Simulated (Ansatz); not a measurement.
`O[SiH](F)F` + `C=C=N` → `C=C=N[SiH](F)F` + H₂O at 400 K and 1 bar (ligand exchange at the Si–O bond).

Gas-phase electronic energies from Ansatz, PBE0-D4/def2-TZVP geometries. CCSD(T)/CBS adds triple-zeta CCSD(T) − MP2 to the extrapolated MP2 energy (def2 sets, frozen cores). This one scheme is used for every species. One conformer a species, not always the lowest.

| species | CCSD(T)/CBS energy (Eh) | H − E (kJ/mol) | S (J/(mol·K)) |
| --- | --- | --- | --- |
| `O[SiH](F)F` | -565.23707 | 100.0 | 320.8 |
| `C=C=N` | -132.55079 | 133.3 | 267.3 |
| `C=C=N[SiH](F)F` | -621.39174 | 164.3 | 388.1 |
| H₂O | -76.37941 | 69.8 | 198.6 |

H − E and S are ideal-gas, rigid-rotor, harmonic terms from PBE0-D4/def2-TZVP, for one conformer and one mirror image of each species. 1 Eh = 2625.50 kJ/mol, R = 8.31446 J/(mol·K).

Problem. By hand: ΔE, ΔH, ΔS and ΔG.

Solution. ΔE = (-621.39174) + (-76.37941) − (-565.23707) − (-132.55079) = 0.01671 Eh = 43.9 kJ/mol. Δ(H − E) = 164.3 + 69.8 − 100.0 − 133.3 = 0.8, so ΔH = 44.7 kJ/mol. ΔS = 388.1 + 198.6 − 320.8 − 267.3 = -1.4 J/(mol·K). ΔG = 44.7 − 400 × (-1.4)/1000 = 45.3 kJ/mol.

Problem. By hand: the equilibrium constant, and the temperature at which ΔG would vanish if ΔH and ΔS stayed fixed.

Solution. log₁₀ K = −ΔG/(RT ln 10) = -5.9. ΔH and −TΔS have one sign here, so there is no such temperature. One of them is within its doubt of zero, so this could turn.

The number of gas molecules stays the same, so ΔS is small and ΔH decides. A doubt of 5 kJ/mol in ΔE shifts log₁₀ K by 0.7 here. Other conformers and mirror images would add mixing entropy, several J/(mol·K) or more a flexible species. Modes under 60 cm⁻¹, often nearly free rotors, make the harmonic entropy too high. These are equilibria of isolated gas molecules and say nothing of rates. Largest T1 diagnostic: 0.015 (customary marks: 0.02 for closed shells, 0.045 for open ones).
